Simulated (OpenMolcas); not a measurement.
Ionisation energies of antimony

```json
{"Program": "OpenMolcas", "Basis": "ANO-R3 [8s7p5d3f2g1h]", "Scalar Hamiltonian": "X2C, finite nucleus", "Spin-orbit coupling": "RASSI with atomic mean-field integrals over the reference wave functions, term energies averaged over their components"}
```

Active shells in each charge state: the valence s, p shells, with orbitals averaged over the low states. Where CASPT2's correlated closed shells are named, they are those of the first ion.

A. CASSCF
B. SS-CASPT2, IPEA 0.25 Eh, imaginary shift 0.1 Eh (closed shells correlated: 4s 4p 4d)

Energies in eV between the lowest computed levels (charge -1 gives the electron affinity), named as in B; reference values from the NIST Atomic Spectra Database with their kind.

```tsv
From	To	A	B	Spin-orbit share in B	Reference
Sb- 5s2 5p4 3P2	Sb 5s2 5p3 4S* 3/2	-0.211	0.568	+0.121	
Sb 5s2 5p3 4S* 3/2	Sb+ 5s2 5p2 3P0	7.928	8.650	-0.478	8.608 (measured)
Sb+ 5s2 5p2 3P0	Sb2+ 5s2 5p 2P* 1/2	15.769	16.632	+0.045	16.626 (measured)
Sb2+ 5s2 5p 2P* 1/2	Sb3+ 5s2 1S0	24.150	25.288	+0.488	25.323 (measured)
Sb3+ 5s2 1S0	Sb4+ 5s 2S 1/2	42.525	43.675	+0.000	43.804 (measured)
Sb4+ 5s 2S 1/2	Sb5+ 4d10 1S0	53.423	55.132	+0.000	55.000 (semi-empirical)
```

Error against the reference values, in %:

| From | Reference | A | B |
| --- | --- | --- | --- |
| Sb | measured | -7.9 | +0.5 |
| Sb+ | measured | -5.2 | 0 |
| Sb2+ | measured | -4.6 | -0.1 |
| Sb3+ | measured | -2.9 | -0.3 |
| Sb4+ | semi-empirical | -2.9 | +0.2 |

Mean absolute error over the 4 measured values: A 1.00 eV, B 0.05 eV. B lies closest.

No diffuse functions were added, so the electron affinity comes out too small, and without dynamic correlation a bound anion can come out unbound.

* marks odd parity.
